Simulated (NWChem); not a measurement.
# Basis-set convergence for BCl$_{2}$I

SMILES: ClB(Cl)I
```xyz
4

B      0.0000     0.0000     0.9088
Cl     1.5157     0.0000     1.7866
Cl    -1.5157     0.0000     1.7866
I      0.0000     0.0000    -1.2319
```
Charge 0, spin multiplicity 1.

Program: NWChem. All single points use one geometry, from PBE/def2-SVP with def2 effective core potentials on I, a minimum by its harmonic frequencies.

Quantity: first vertical ionisation energy at the level G0W0@PBE.

Effective core potentials replace the inner electrons of I; spin-orbit coupling is left out. GW and range-separated runs recompute their integrals, the others keep them in memory, which bears on the times. The structure started from a generated list of species.

The cost column gives rough processor time relative to def2-SVP; each entry includes its own SCF.

Problem. In def2-TZVPD the value is 9.45 eV. Among def2-SVP, def2-SVPD, def2-TZVP, def2-TZVPP, which is the smallest basis within 0.05 eV of it?

Solution. def2-TZVP, with 155 functions against 188 (also within reach: def2-TZVPP). def2-TZVPD isn't the basis-set limit itself, and a small set can land close by cancellation.

| basis | functions | first vertical ionisation energy (eV) | relative cost |
|---|---|---|---|
| def2-SVP | 76 | 9.07 | 1 |
| def2-SVPD | 109 | 9.10 | under 3 |
| def2-TZVP | 155 | 9.46 | 6 |
| def2-TZVPP | 165 | 9.46 | 6 |
| def2-TZVPD | 188 | 9.45 | 10 |
